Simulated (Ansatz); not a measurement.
```xyz
2

Be    0.0000    0.0000   -0.2500
H     0.0000    0.0000    0.9999
```

Basis set: 6-31G* (spherical functions). All electrons are correlated. Charge 0, multiplicity 2.

Computed with Ansatz (development build ahead of 0.2.0); each method stands on the lowest determinant of its kind that the runs found.

Problem. Give the atomization energy at this shape (free ground-state atoms in the same class of orbitals less the molecule, no zero-point energy) of doublet BeH by UHF-MP2, UHF.

Solution.

```json
{"method": "UHF-MP2", "atomization energy": "48.81 kcal/mol"}
{"method": "UHF", "atomization energy": "49.20 kcal/mol"}
```

Caution for UHF: a free atom is spin contaminated.
